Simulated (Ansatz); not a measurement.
Species: C7H13BS, SMILES `B[C@@H]1C[C@@]2(S)CC[C@@H]1C2` (charge 0, multiplicity 1).

Q: Give a relaxed geometry from PBE0-D3(BJ)/def2-SVP (Ansatz, an electronic-structure program).

A: Several could match; the one computed here: the end point of this relaxation, one of several conformers (outside a Z-matrix the atoms follow the SMILES, hydrogens last).
Z-matrix (Å, degrees):
```
C
H 1 1.0990
C 1 1.5326 2 116.27
H 3 1.1005 1 114.04 2 -63.70
H 3 1.1022 4 109.04 1 -128.38
C 3 1.5352 4 112.49 5 -125.79
C 1 1.5357 2 114.08 3 -117.27
H 7 1.1005 1 112.06 2 -76.03
H 7 1.1008 8 107.11 1 -121.53
C 6 1.5361 3 101.95 4 -174.48
H 10 1.0996 6 111.41 3 157.71
H 10 1.1016 11 107.01 6 -120.51
C 6 1.5404 3 101.55 4 -62.53
H 13 1.1000 6 111.29 3 -156.52
H 13 1.1009 14 107.31 6 120.57
C 1 1.5447 2 113.56 7 -125.96
H 16 1.1189 1 109.27 2 81.61
B 16 1.5516 17 96.86 1 123.54
H 18 1.2119 16 120.25 17 85.71
H 18 1.2121 19 118.72 16 175.03
S 6 1.8108 3 118.15 4 58.01
H 21 1.3511 6 96.48 3 64.41
```
